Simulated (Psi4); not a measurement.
H4B, charge -1, singlet, at a GFN2-xTB geometry (a gas-phase anion, which may not be bound at this level). Base run: HF/def2-SVP (Psi4 1.11).

Input for Psi4:
```
memory 2 GB

molecule mol {
-1 1
  B     0.000000    0.000000    0.000000
  H    -0.789356   -0.823300   -0.457034
  H     0.162270   -0.210279    1.199682
  H    -0.450333    1.131958   -0.160175
  H     1.077419   -0.098380   -0.582472
}

set basis def2-svp
set reference rhf
set stability_analysis check
set scf_type pk

energy('scf')
print_variables()
```

The bond that is stretched is that between atoms 4 and 1. A test that says stable can miss a lower solution.

Each row names what was changed in the base input (with any setting that the change needs).

```
change                                                     ΔE vs base (kcal/mol)  <S^2>
---------------------------------------------------------  ---------------------  -----
base                                                                       0.000  0.000
stability_analysis = follow; reference = uhf                               0.000  0.000
bond × 1.25                                                                 9.92  0.000
stability_analysis = follow; reference = uhf; bond × 1.25                   9.92  0.000
bond × 1.5                                                                 28.56  0.000
stability_analysis = follow; reference = uhf; bond × 1.5                   28.56  0.000
bond × 1.8                                                                 48.58  0.000
stability_analysis = follow; reference = uhf; bond × 1.8                   48.58  0.000
bond × 2.2                                                                  67.8  0.000
stability_analysis = follow; reference = uhf; bond × 2.2                    65.9  0.408
bond × 3.0                                                                  89.3  0.000
stability_analysis = follow; reference = uhf; bond × 3.0                    78.5  0.903
```

Psi4 reported an instability in these rows: stability_analysis = follow; reference = uhf; bond × 2.2; stability_analysis = follow; reference = uhf; bond × 3.0 (restricted rows aren't judged here).

A gas-phase anion may not be bound at this level; its values then depend on the basis.

Where a bond breaks into two radicals, a solution with restricted orbitals usually stops being the lowest and lies too high; an unrestricted one lies lower at the price of spin contamination, which <S^2> shows.
